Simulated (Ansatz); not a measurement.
Start from `C/C(O)=N\[SiH3]` and change one atom or group to get `OC/C(O)=N\[SiH3]`.

Ansatz, PBE0-D4/def2-TZVP geometries, multiplicity 1. Each molecule was computed in one conformer, which needn't be the lowest.

| property | `C/C(O)=N\[SiH3]` |
| --- | --- |
| HOMO–LUMO gap (PBE0/def2-TZVPP) / eV | 7.46 |
| LUMO energy (PBE/def2-TZVPP) / eV | -1.03 |
| size of the dipole moment (PBE/def2-TZVPP) / D | 1.19 |
| HOMO energy (PBE0/def2-TZVPP) / eV | -7.43 |
| HOMO–LUMO gap (PBE/def2-TZVPP) / eV | 5.00 |
| HOMO–LUMO gap (ωB97M-V/def2-TZVPP) / eV | 11.90 |

Task: Give the same properties after the change, and the shifts. (An estimate is asked.)

Result: Ansatz gave: 
| property | `OC/C(O)=N\[SiH3]` | shift |
| --- | --- | --- |
| HOMO–LUMO gap (PBE0/def2-TZVPP) / eV | 7.11 | -0.35 |
| LUMO energy (PBE/def2-TZVPP) / eV | -1.29 | -0.26 |
| size of the dipole moment (PBE/def2-TZVPP) / D | 1.84 | 0.65 |
| HOMO energy (PBE0/def2-TZVPP) / eV | -7.38 | 0.05 |
| HOMO–LUMO gap (PBE/def2-TZVPP) / eV | 4.71 | -0.29 |
| HOMO–LUMO gap (ωB97M-V/def2-TZVPP) / eV | 11.50 | -0.40 |

With PBE0 the HOMO rises by 0.05 eV and the LUMO falls by 0.30 eV, so the gap narrows by about 0.35 eV. PBE moves the HOMO by 0.04 eV and ωB97M-V by 0.07 eV. Dipoles are sizes alone; their direction can turn.
